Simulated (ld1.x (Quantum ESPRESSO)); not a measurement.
Configuration tests for Be (Z = 4) (TM)

beryllium, norm-conserving Troullier–Martins (Kleinman–Bylander form), made with ld1.x (Quantum ESPRESSO) 7.5 (LDA (PZ), non-relativistic). Core [He], reference 2s2 2p0. Waves: 2p (bound, empty): rc 4.20 bohr; 2s (bound): rc 1.40 bohr. Local part: the s channel. Core correction: a·sin(br)/r model core inside 1.45 bohr.

Energies are relative to the spin-unpolarised reference configuration 2s2 2p0; without spin polarisation the order of configurations can differ from experiment. Spin-polarised rows fill each open shell by Hund’s rule, majority spin first.

Task: Give the all-electron excitation energy and the error of the potential for: 2s1 2p0; 2s1.5 2p0; 2s1 2p1; 2s0 2p2; 2s0 2p1; 2s1 2p0 (spin-polarised); 2s1.5 2p0 (spin-polarised).

Result:

```json
{"valence configuration": "2s1 2p0", "charge": "+1", "ΔE all-electron (eV)": "9.518", "error AE − PS (meV)": "+13"}
{"valence configuration": "2s1.5 2p0", "charge": "+0.5", "ΔE all-electron (eV)": "3.751", "error AE − PS (meV)": "+2.1"}
{"valence configuration": "2s1 2p1", "charge": "0", "ΔE all-electron (eV)": "3.517", "error AE − PS (meV)": "-18"}
{"valence configuration": "2s0 2p2", "charge": "0", "ΔE all-electron (eV)": "7.067", "error AE − PS (meV)": "-71"}
{"valence configuration": "2s0 2p1", "charge": "+1", "ΔE all-electron (eV)": "13.330", "error AE − PS (meV)": "-166"}
{"valence configuration": "2s1 2p0 (spin-polarised)", "charge": "+1", "ΔE all-electron (eV)": "9.043", "error AE − PS (meV)": "+33"}
{"valence configuration": "2s1.5 2p0 (spin-polarised)", "charge": "+0.5", "ΔE all-electron (eV)": "3.671", "error AE − PS (meV)": "+5.4"}
```
